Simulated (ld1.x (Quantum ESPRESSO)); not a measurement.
## O: one change to an RRKJ potential, before and after

- Element: O
- Generator: ld1.x (Quantum ESPRESSO) 7.5
- Type: norm-conserving RRKJ (Kleinman–Bylander form)
- Functional: PW91
- Relativity: scalar-relativistic
- Frozen core: [He]
- Valence charge: 6
- Reference configuration: 2s2 2p3.5 (charge +0.5)
- Partial waves: 2s (bound): rc 0.65 bohr; 2p (bound): rc 1.65 bohr; 3d channel at -0.05 Ry: rc 1.75 bohr
- Local potential: all-electron potential smoothed inside 0.95 bohr (lloc = -1)
- Core correction: a·sin(br)/r model core inside 0.40 bohr

Change: functional LDA (PZ).

Cutoffs: the cutoffs (Ry, on a coarse ladder) from which the occupation-weighted sum of valence levels, in a spherical-Bessel basis at the reference potential, stays within 10 and 1 mRy of its value at 400 Ry; they do not see the model core or the augmentation charge, which bear on the density cutoff. Errors are all-electron minus pseudo energies relative to the spin-unpolarised reference configuration.

Problem. How do hardness, ghosts and transferability respond?

Solution. The potential gets neither clearly harder nor softer (80 Ry and 200 Ry → 80 Ry and 200 Ry); the number of tests with a reliable result goes from 7 to 9; of the 7 tests that both files solve, the error grows in 1 and shrinks in 1 by more than 15 % and 0.3 meV (median size 51.9 → 41.5 meV); neither file shows a bound ghost.

```tsv
quantity	base	changed
cutoff, loose	80 Ry	80 Ry
cutoff, tight	200 Ry	200 Ry
bound ghosts	none	none
error for 2s2 2p4, meV [ΔE -6.33 → -6.37 eV]	+5.2	+5.4
error for 2s2 2p3, meV [ΔE 10.19 → 10.22 eV]	+13	+14
error for 2s2 2p2, meV [ΔE 43.90 → 43.93 eV]	+257	+260
error for 2s2 2p4.3, meV [ΔE -8.47 → -8.54 eV]	+8.6	+9.0
error for 2s1 2p4, meV [ΔE 25.38 → 25.06 eV]	-55	-42
error for 2s1 2p5, meV [ΔE 8.59 → 8.22 eV]	+52	+66
error for 2s2 2p0, meV [ΔE 174.94 → 174.84 eV]	+3767	+3730
s: phases at 1.90 bohr within 0.05 rad from the reference energy up to (Ry; the scan ends near 5)	to the end of the scan	to the end of the scan
p: phases at 1.90 bohr within 0.05 rad from the reference energy up to (Ry; the scan ends near 5)	1.8	1.8
d: phases at 1.90 bohr within 0.05 rad from the reference energy up to (Ry; the scan ends near 5)	to the end of the scan	to the end of the scan
```
